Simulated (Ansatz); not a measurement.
`C[CH]([GeH3])Br` + `O[SiH2]F` → `F[SiH2][O][GeH3]` + `CCBr`  (ligand exchange at a Ge–C bond)

Calculated with Ansatz (gas phase, PBE0-D4/def2-TZVP geometries, no zero-point term in ΔE). CCSD(T)/CBS adds triple-zeta CCSD(T) − MP2 to the extrapolated MP2 energy (def2 sets, frozen cores). DFT in def2-TZVPP. B3LYP here is the variant with VWN-RPA as its local correlation; programs differ in this. For Br, Ge outer-core shells are correlated without core-valence functions, which leaves a few kJ/mol of doubt a bond. Scalar relativity is left out up to krypton. Each species was taken in one conformer, which may not be the lowest.

Problem. Is it downhill or uphill in electronic energy at CCSD(T)/CBS, and by how much? (An estimate is asked.)

Solution. The calculation gave: Downhill: ΔE = -0.56 eV.

Problem. What do these levels give: PBE-D4, B3LYP-D4, B2PLYP, PBE, r2SCAN, B3LYP, HF/def2-TZVPP, MP2/def2-TZVPP, CCSD/def2-TZVPP, CCSD(T)/def2-TZVPP, MP2/def2-QZVPP, SCS-MP2/def2-QZVPP? (Estimate.)

Solution. Computed: PBE-D4 -0.53, B3LYP-D4 -0.66, B2PLYP -0.68, PBE -0.56, r2SCAN -0.63, B3LYP -0.71, HF/def2-TZVPP -0.92, MP2/def2-TZVPP -0.57, CCSD/def2-TZVPP -0.64, CCSD(T)/def2-TZVPP -0.60, MP2/def2-QZVPP -0.55, SCS-MP2/def2-QZVPP -0.64 eV.

Largest T1 diagnostic among the species: 0.012.

The D4 term adds +0.05 eV with B3LYP and +0.03 eV with PBE0; it sums over pairs of atoms, weighted by their polarisabilities, and B3LYP, whose exchange is more repulsive, gets the larger term. In def2-TZVPP, CCSD(T) changes the Hartree–Fock value by +0.32 eV (the triples alone add +0.04 eV) and MP2 by +0.35 eV.
